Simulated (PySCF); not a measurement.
C4H9BSi, SMILES CB(C)C#C[SiH3] at its GFN2-xTB optimised geometry (Å):

```
15

Si    -1.6048    -2.5404     0.0073
C     -0.6951    -0.9341     0.0018
C     -0.0990     0.1247     0.0004
B      0.6400     1.4388     0.0000
C     -0.1793     2.7884     0.0000
C      2.2189     1.4388     0.0000
H     -2.1974    -2.7190     1.3363
H     -0.6614    -3.6247    -0.2833
H     -2.6486    -2.4828    -1.0206
H      0.3730     3.6247     0.4230
H     -0.4066     3.0540    -1.0337
H     -1.1353     2.7106     0.5135
H      2.5644     1.3483     1.0310
H      2.6486     2.3564    -0.3954
H      2.6466     0.5965    -0.5399
```

Computed with B3LYP/def2-TZVP in PySCF. Cells within 0.4 Å of a nucleus heavier than hydrogen are left out (blank, or x).

Map of the electron localisation function on the plane z = 0.0 Å:

```
|0000000000000000000000000000000|
|0000000000000000000000000000000|
|0000000000000000000000000000000|
|0000000000000013662000000000000|
|0000000000000037997000000000000|
|0000000000001148998000000000000|
|0000000000244459996001541000000|
|0000000002687634872018996000000|
|00000000048998xx640059997200000|
|0000000003899735962279996100000|
|0000000000355479946768973000000|
|0000000000000136xx89xx541000000|
|0000000000000146xx89xx642000000|
|0000000000013579955668863000000|
|000000000135661x872258985100000|
|00000000014678xx461027884000000|
|0000000001477887751003652000000|
|0000000001575xx8752000110000000|
|0000000001488xx7752000000000000|
|0000000121379987531000000000000|
|0000001343011874210000000000000|
|00000024626x6131000000000000000|
|00000013523x2574100000000000000|
|0000000232005999710000000000000|
|0000000011279999950000000000000|
|0000000000179999960000000000000|
|0000000000169999930000000000000|
|0000000000038999500000000000000|
|0000000000002541000000000000000|
|0000000000000000000000000000000|
|0000000000000000000000000000000|
```
Scale: ten equal steps from 0.000 (start of '0') to 1.000 (end of '9'), in the order '0123456789'; x runs from -6.00 to 6.00, y from -6.00 (bottom) to 6.00 (top).
